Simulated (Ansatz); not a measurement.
Reactions of BH9Si3, SMILES `B[SiH]([SiH3])[SiH3]`.

Isolated molecules relaxed with PBE0-D4/def2-TZVP in Ansatz; ΔE leaves out vibrations. CBS: MP2 limit from def2 TZ/QZ plus the TZ coupled-cluster correction, frozen cores. This one scheme is used for every species. Functionals use def2-TZVPP. B3LYP here is the variant with VWN-RPA as its local correlation; programs differ in this. Elements past krypton have def2 core potentials. For In outer-core shells are correlated without core-valence functions, which leaves a few kJ/mol of doubt a bond. Each species was taken in one conformer, which may not be the lowest.

```csv
reaction,B3LYP-D4 (kcal/mol),B2PLYP (kcal/mol),CCSD(T)/CBS(def2) (kcal/mol)
`B[SiH]([SiH3])[SiH3]` + `NC(O)(F)F` → `NC(F)(F)O[SiH3]` + `B[SiH2][SiH3]`,-17.0,-18.2,-16.6
`B[SiH]([SiH3])[SiH3]` + `BOCO` → `B[SiH2][SiH3]` + `BOCO[SiH3]`,-16.5,-17.7,-16.2
`B[SiH]([SiH3])[SiH3]` + `[OH][AlH][SiH3]` → `[BH2][AlH][SiH3]` + `O[SiH]([SiH3])[SiH3]`,22.2,22.6,22.6
`B[SiH]([SiH3])[SiH3]` + H–F → `F[SiH]([SiH3])[SiH3]` + BH₃,-27.8,-29.0,-26.0
`B[SiH]([SiH3])[SiH3]` → `[SiH3]B([SiH3])[SiH3]`,8.2,8.4,8.3
`B[SiH]([SiH3])[SiH3]` + `O[SiH2]S[SiH3]` → `BO[SiH2]S[SiH3]` + `[SiH3][SiH2][SiH3]`,-35.3,-35.5,-34.1
`B[SiH]([SiH3])[SiH3]` + `C=C[SiH2]N` → `BN[SiH2]C=C` + `[SiH3][SiH2][SiH3]`,-36.5,-37.5,-36.0
`B[SiH]([SiH3])[SiH3]` + `C[CH2][InH][OH]` → `C[CH2][InH][O][SiH3]` + `B[SiH2][SiH3]`,-23.6,-24.4,-23.6
`B[SiH]([SiH3])[SiH3]` + H₂O → `O[SiH]([SiH3])[SiH3]` + BH₃,-17.6,-18.6,-16.1
`B[SiH]([SiH3])[SiH3]` + `[F][Al]([Cl])[Cl]` → `B[SiH]([SiH3])Cl` + `[F][Al]([SiH3])[Cl]`,15.0,15.2,16.1
```

Largest T1 diagnostic: 0.015, for `[SiH3]B([SiH3])[SiH3]`.
